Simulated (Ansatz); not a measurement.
Cu3H3. Total charge 0; singlet. Geometry PBE-D4/def2-SVP, basis def2-TZVP, Ansatz.

| atom | x (Å) | y (Å) | z (Å) |
| --- | --- | --- | --- |
| Cu1 | -1.1465 | 0.7419 | -1.3122 |
| Cu2 | -0.8342 | 1.3896 | 0.9797 |
| Cu3 | 0.3669 | -0.3949 | 0.0616 |
| H4 | -0.0981 | -0.5439 | -1.4949 |
| H5 | 1.3975 | -1.5039 | 0.2346 |
| H6 | 0.3142 | 0.3113 | 1.5312 |

```csv
run,HOMO (eV),LUMO (eV)
A,-5.74,-3.53
B,-5.94,-3.07
C,-5.61,-3.36
D,-5.53,-3.46
E,-6.31,-2.73
```

HSE06 is defined as in plane-wave codes, on full-range PBE exchange. No other spin state of charge 0 was run. Another isomer (singlet) lies 1.64 eV lower at PBE0-D4/def2-TZVP; other spin states weren't run for this one.

Task: The runs used B97M-V, HSE06, PBE, PBE0, r2SCAN. Estimate which is which.

Result: A B97M-V (0 % exact exchange); B HSE06 (range-separated); C r2SCAN (0 % exact exchange); D PBE (0 % exact exchange); E PBE0 (25 % exact exchange). Exact exchange lowers occupied and raises empty levels; among semilocal functionals meta-GGAs tend to open the gap a little, and such runs are hard to tell apart. The gap grows from 2.07 eV (PBE) to 3.58 eV (PBE0). The restricted singlet is unstable towards broken spin symmetry in Hartree–Fock (as tested in another run); at B97M-V/def2-TZVP, HSE06-D4/def2-TZVP, r2SCAN-D4/def2-TZVP, PBE-D4/def2-TZVP and others this wasn't settled.
